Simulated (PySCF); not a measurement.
Computed IR spectrum (relative IR intensity) of a molecule C2H7ClGe. Coordinates come from a PBE-D3(BJ)/def2-SVP optimisation. The values are those of a single conformer. Level of theory: PBE-D3(BJ)/def2-SVP (PySCF). Frequencies are harmonic and unscaled.

Lines under 2 % of the strongest are left out, and lines within 2 cm⁻¹ are merged.

```csv
ν (cm⁻¹),relative intensity
400,31
460,14
563,9.5
676,25
754,91
836,59
941,6.4
957,4.8
1034,6.9
1194,2.9
1381,2.5
1423,5.1
1428,4.3
2071,77
2086,100
2968,21
2979,7.3
3053,12
3064,9.2
```

### Question
Which structure fits?
(A) C[CH2][GeH2][Cl]
(B) [CH3][GeH]([CH3])[Cl]
(C) ClC[CH2][GeH3]

### Answer
A, C[CH2][GeH2][Cl]
